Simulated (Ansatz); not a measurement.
`[F][Zr]([Cl])([Cl])[Cl]` + HI → `[Cl][Zr]([Cl])([Cl])[I]` + H–F  (ligand exchange at a Zr–F bond)

Program: Ansatz. Geometries: PBE0-D4/def2-TZVP. ΔE: electronic, gas phase. CBS: MP2 limit from def2 TZ/QZ plus the TZ coupled-cluster correction, frozen cores. This one scheme is used for every species. Functionals use def2-TZVPP. B3LYP here is the variant with VWN-RPA as its local correlation; programs differ in this. Elements past krypton have def2 core potentials. For I, Zr outer-core shells are correlated without core-valence functions, which leaves a few kJ/mol of doubt a bond.

`[F][Zr]([Cl])([Cl])[Cl]`:

Cartesian coordinates in Å:
```
F 1.951 0.167 -0.047
Zr 0.081 0.007 -0.002
Cl -0.796 1.700 1.324
Cl -0.751 0.188 -2.163
Cl -0.485 -2.062 0.888
```

HI:

Cartesian coordinates in Å:
```
I -0.703 0.136 0.367
H 0.703 -0.136 -0.367
```

`[Cl][Zr]([Cl])([Cl])[I]`:

Z-matrix (Å, degrees):
```
Zr
Cl 1 2.313
Cl 1 2.313 2 109.5
I 1 2.684 2 109.4 3 119.9
Cl 1 2.313 2 109.5 3 -120.1
```

H–F:

Cartesian coordinates in Å:
```
F 0.187 0.218 -0.359
H -0.187 -0.218 0.359
```

```tsv
level	ΔE (kJ/mol)
B3LYP-D4	32.6
ωB97X-V	43.4
BHLYP	38.7
CAM-B3LYP	51.8
RPA@PBE/def2-TZVPP	25.0
CCSD/def2-SVP	49.3
CCSD(T)/def2-SVP	44.9
CCSD/CBS(def2)	21.5
```

Problem. What does CCSD(T)/CBS give? (Best estimate.)

Solution. Ansatz gave: +15.5 kJ/mol. The listed levels differ from it by 17.1, 27.9, 23.2, 36.3, 9.5, 33.8, 29.4, 6.0 kJ/mol.

Largest T1 diagnostic among the species: 0.016.

The D4 term adds −10.5 kJ/mol with B3LYP and −5.9 kJ/mol with PBE0; it sums over pairs of atoms, weighted by their polarisabilities, and B3LYP, whose exchange is more repulsive, gets the larger term. From BLYP to BHLYP (50 % exact exchange), in def2-TZVPP and without D4, ΔE moves by −12.1 kJ/mol.
